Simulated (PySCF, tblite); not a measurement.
C₂H₅N₃Si.
Atom-mapped SMILES: `[SiH3:1][n:2]1[cH:3][cH:4][n:5][n:6]1` (hydrogens: H7, H8, H9 on Si1; H10 on C3; H11 on C4)

Geometry (GFN2-xTB, Å), atoms numbered from 1 in this order:
```
atom  x, y, z in Å
Si1   -1.8746   -0.0058    0.0155
N2    -0.1238   -0.1634   -0.1006
C3     0.8830    0.5794    0.4214
C4     2.0356   -0.0018   -0.0394
N5     1.6820   -1.0543   -0.8092
N6     0.4164   -1.1457   -0.8427
H7    -2.1428    0.3172    1.4175
H8    -2.2605    1.1021   -0.8584
H9    -2.3674   -1.3039   -0.4103
H10    0.6972    1.4237    1.0506
H11    3.0604    0.2551    0.1296
```

Level of theory: CAM-B3LYP/def2-SVPD in PySCF (dipole) on a GFN2-xTB geometry, gas phase.

Take the most abundant isotopes and a rigid rotor. 

(1) Give the principal moments of inertia and the rotational constants in MHz.

(2) What kind of rotor is it?

(3) What does the inertial defect say?

(4) Give the other two planar moments, Paa and Pbb, and the rms extents of the mass along the axes.

(5) Where do the levels up to J = 3 lie, in MHz?

(6) Which lines would a microwave search look for?

## Answers

(1) Ia = 54.89, Ib = 232.10, Ic = 281.11 u·Å²; 505379 MHz·u·Å²/I gives A = 9208, B = 2177, C = 1798 MHz.

(2) An asymmetric top. Ray's parameter κ = (2B − A − C)/(A − C) = -0.898; −1 is the prolate and +1 the oblate limit.

(3) Not planar: Δ = Ic − Ia − Ib = -5.88 u·Å². For a rigid frame Δ = −2 Σ m c², so Σ m c² = 2.94 u·Å² lies off the ab plane: 2.94 from hydrogen and 0.01 from heavier atoms. The atom farthest from that plane is 1.37 Å away.

(4) Paa = Σ m a² = (Ib + Ic − Ia)/2 = 229.16 and Pbb = Σ m b² = (Ia + Ic − Ib)/2 = 51.95 u·Å². With the mass M = 99.03 u, the rms extents √(P/M) along a, b and c are 1.52, 0.72, 0.17 Å.

(5) Above 0(0,0):
J = 1: 1(0,1) 3975, 1(1,1) 11005, 1(1,0) 11385
J = 2: 2(0,2) 11911, 2(1,2) 18576, 2(1,1) 19715, 2(2,1) 40805, 2(2,0) 40820
J = 3: 3(0,3) 23777, 3(1,3) 29923, 3(1,2) 32200, 3(2,2) 52731, 3(2,1) 52806, 3(3,1) 88840, 3(3,0) 88840
Those of J = 1 are B + C, A + C and A + B.

(6) The dipole components are |μa| = 2.75 D, |μb| = 3.40 D, |μc| = 0.03 D. The squared components, which scale the intensities, stand as 0.65 : 1.00 : 0.00 (a : b : c). Some lines, for components of 0.1 D or more:

| type | branch | J(Ka,Kc) | MHz | lower level (cm⁻¹) |
| --- | --- | --- | --- | --- |
| b | R | 2(0,2) ← 1(1,1) | 905 | 0.367 |
| a | Q | 4(1,3) ← 4(1,4) | 3793 | 1.502 |
| b | R | 3(0,3) ← 2(1,2) | 5200 | 0.620 |
| b | Q | 2(1,1) ← 2(0,2) | 7804 | 0.397 |
| a | R | 2(0,2) ← 1(0,1) | 7935 | 0.133 |
| a | R | 2(1,1) ← 1(1,0) | 8330 | 0.380 |
| b | Q | 3(1,2) ← 3(0,3) | 8424 | 0.793 |
| b | R | 4(0,4) ← 3(1,3) | 9606 | 0.998 |
| a | R | 3(1,3) ← 2(1,2) | 11347 | 0.620 |
| a | R | 3(0,3) ← 2(0,2) | 11866 | 0.397 |
| a | R | 4(0,4) ← 3(0,3) | 15753 | 0.793 |
| a | R | 5(1,5) ← 4(1,4) | 18865 | 1.502 |
| a | R | 5(3,2) ← 4(3,1) | 19931 | 3.495 |
| b | Q | 3(2,1) ← 3(1,2) | 20605 | 1.074 |
| b | Q | 4(3,1) ← 4(2,2) | 35929 | 2.296 |
| b | Q | 5(3,3) ← 5(2,4) | 36230 | 2.951 |
| b | R | 3(3,0) ← 2(2,1) | 48035 | 1.361 |
| b | Q | 5(5,0) ← 5(4,1) | 64948 | 5.844 |
| b | R | 5(4,2) ← 4(3,1) | 70420 | 3.495 |

Its GFN2-xTB frequencies are all real (lowest 47 cm⁻¹). No vibrational averaging or centrifugal distortion is included, and the geometry carries the error of its method. A rigid rotor knows nothing of internal rotation, which can split or shift real lines. Quadrupole hyperfine structure (14N) is left out.
